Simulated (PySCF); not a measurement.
**EuB: f occupation and spin**

Unrestricted PBE0; PySCF, spin-free X2C with a Gaussian nucleus, basis sets Eu x2c-SVPall, B x2c-SVPall. The search starts from ions with several 4f fillings and holds each by maximum overlap.

The lowest solution has 2Ms+1 = 11, about 7.0 4f electrons, near 2.40 Å.

The lowest solution of each spin and filling, followed along the bond (rough minima from three points):

```
2Ms+1  4f population  ⟨S²⟩ at the start  R at minimum (Å)  Te (eV)
   11           6.96              30.01              2.40     0.00
    9           6.97              21.00              2.41     0.49
    7           6.99              13.98              2.43     0.51
```

Solutions at the starting distance of 2.325 Å, counted from the lowest; the search is not exhaustive:

```json
{"2Ms+1": "11", "4f population": "6.96", "E (eV)": "0.00", "⟨S²⟩": "30.01", "⟨Lz²⟩": "0.0", "μ (D)": "-5.41"}
{"2Ms+1": "9", "4f population": "6.97", "E (eV)": "0.50", "⟨S²⟩": "21.00", "⟨Lz²⟩": "2.0", "μ (D)": "-4.66"}
{"2Ms+1": "7", "4f population": "6.99", "E (eV)": "0.53", "⟨S²⟩": "13.98", "⟨Lz²⟩": "0.0", "μ (D)": "-3.87"}
{"2Ms+1": "11", "4f population": "6.94", "E (eV)": "0.55", "⟨S²⟩": "30.01", "⟨Lz²⟩": "1.0", "μ (D)": "-3.78"}
{"2Ms+1": "9", "4f population": "6.94", "E (eV)": "0.77", "⟨S²⟩": "20.86", "⟨Lz²⟩": "1.0", "μ (D)": "-2.88"}
{"2Ms+1": "9", "4f population": "6.95", "E (eV)": "0.91", "⟨S²⟩": "20.99", "⟨Lz²⟩": "1.0", "μ (D)": "-3.84"}
{"2Ms+1": "9", "4f population": "6.96", "E (eV)": "1.23", "⟨S²⟩": "20.05", "⟨Lz²⟩": "2.0", "μ (D)": "-4.94"}
{"2Ms+1": "7", "4f population": "6.96", "E (eV)": "1.26", "⟨S²⟩": "13.00", "⟨Lz²⟩": "1.0", "μ (D)": "-2.84"}
{"2Ms+1": "9", "4f population": "6.97", "E (eV)": "1.40", "⟨S²⟩": "20.09", "⟨Lz²⟩": "1.1", "μ (D)": "-8.24"}
{"2Ms+1": "7", "4f population": "6.98", "E (eV)": "1.52", "⟨S²⟩": "13.20", "⟨Lz²⟩": "1.0", "μ (D)": "-7.98"}
{"2Ms+1": "11", "4f population": "6.93", "E (eV)": "2.00", "⟨S²⟩": "30.01", "⟨Lz²⟩": "4.0", "μ (D)": "-5.86"}
{"2Ms+1": "9", "4f population": "6.05", "E (eV)": "3.35", "⟨S²⟩": "20.01", "⟨Lz²⟩": "4.0", "μ (D)": "-2.89"}
{"2Ms+1": "9", "4f population": "6.03", "E (eV)": "3.63", "⟨S²⟩": "20.01", "⟨Lz²⟩": "9.0", "μ (D)": "-2.78"}
{"2Ms+1": "7", "4f population": "6.09", "E (eV)": "4.29", "⟨S²⟩": "12.07", "⟨Lz²⟩": "6.1", "μ (D)": "-2.74"}
```

Partly filled real f orbitals mix terms, so no term symbols are given. A positive dipole means Eu(−)B(+).

Spin–orbit coupling is left out. Counting both spins, an empty level lies below a filled one in some of these solutions, because spin and occupation are held. The state is the lowest single determinant that the PBE0 search found; with open d or f shells the true ground state can be another one.
